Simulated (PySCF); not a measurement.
# State search for IO

Unrestricted PBE0; I cc-pVTZ-PP with ECP28, O cc-pVTZ; scalar-relativistic core potentials (PySCF 2.14). Outer shells of the fragments: I 4d10 5s2 5p5; O 2s2 2p4.

Followed along the bond (rough minima from three points):

```csv
2Ms+1,unpaired,⟨S²⟩ at the start,R at minimum (Å),Te (eV)
2,π ↑,0.76,1.89,0.00
4,"σ ↑, π ↑↑",3.77,none in the scan,≤ 1.81
```

Solutions found at the starting distance of 1.910 Å, counted from the lowest of them; the search is not exhaustive and high or unbound solutions are not listed, so other states can lie among these:

| 2Ms+1 | unpaired | term | E (eV) | ⟨S²⟩ | ⟨Lz²⟩ | μ (D) |
| --- | --- | --- | --- | --- | --- | --- |
| 2 | π ↑ | ²Π | 0.00 | 0.76 | 1.01 | -2.24 |
| 4 | σ ↑, π ↑↑ | ⁴Σ⁻ | 2.15 | 3.77 | 0.00 | -1.29 |
| 2 | σ ↓, π ↑↑ | mixed | 2.71 | 1.77 | 0.00 | -1.28 |
| 2 | σ ↑, π ↑↓ | mixed | 2.78 | 1.76 | 2.02 | -1.48 |
| 2 | σ ↑ | mixed | 3.61 | 1.27 | 2.01 | -1.60 |
| 4 | σ ↑, π ↑↑ | mixed | 4.28 | 3.76 | 2.02 | -1.40 |
| 4 | σ ↑↑, π ↑ | ⁴Π | 5.44 | 3.76 | 1.01 | -0.93 |
| 2 | π ↑ | mixed | 6.87 | 1.31 | 1.10 | -0.43 |

A term symbol is given only where ⟨S²⟩ and ⟨Lz²⟩ are close to those of a pure state; real π, δ and φ orbitals otherwise mix terms. A positive dipole means I(−)O(+).

Spin–orbit coupling is left out. Counting both spins, an empty level lies below a filled one in some of these solutions, because spin and occupation are held.
